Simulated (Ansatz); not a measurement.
One change: `F/C=[CH]/[AlH2]` becomes `C=CF`.

Ansatz, PBE0-D4/def2-TZVP geometries, multiplicity 1. 

```json
{"property": "HOMO–LUMO gap (PBE/def2-TZVPP) / eV", "`F/C=[CH]/[AlH2]`": "4.39"}
{"property": "HOMO energy (ωB97M-V/def2-TZVPP) / eV", "`F/C=[CH]/[AlH2]`": "-10.24"}
{"property": "HOMO energy (B3LYP/def2-TZVPP) / eV", "`F/C=[CH]/[AlH2]`": "-7.77"}
{"property": "HOMO–LUMO gap (PBE0/def2-TZVPP) / eV", "`F/C=[CH]/[AlH2]`": "6.34"}
{"property": "HOMO–LUMO gap (B3LYP/def2-TZVPP) / eV", "`F/C=[CH]/[AlH2]`": "5.89"}
{"property": "HOMO–LUMO gap (ωB97M-V/def2-TZVPP) / eV", "`F/C=[CH]/[AlH2]`": "10.26"}
```

Question: What does the change do to each property? (An estimate is asked.)

Answer: The calculation gave: 
| property | `C=CF` | shift |
| --- | --- | --- |
| HOMO–LUMO gap (PBE/def2-TZVPP) / eV | 5.70 | 1.31 |
| HOMO energy (ωB97M-V/def2-TZVPP) / eV | -10.05 | 0.19 |
| HOMO energy (B3LYP/def2-TZVPP) / eV | -7.53 | 0.24 |
| HOMO–LUMO gap (PBE0/def2-TZVPP) / eV | 8.01 | 1.67 |
| HOMO–LUMO gap (B3LYP/def2-TZVPP) / eV | 7.50 | 1.61 |
| HOMO–LUMO gap (ωB97M-V/def2-TZVPP) / eV | 12.48 | 2.22 |

With PBE0 the HOMO rises by 0.26 eV and the LUMO rises by 1.93 eV, so the gap widens by about 1.67 eV. PBE moves the HOMO by 0.35 eV and ωB97M-V by 0.19 eV. The zero-point energy changes by -9.6 kJ/mol with -6 modes.

B3LYP here is the variant with VWN-RPA as its local correlation; programs differ in this.
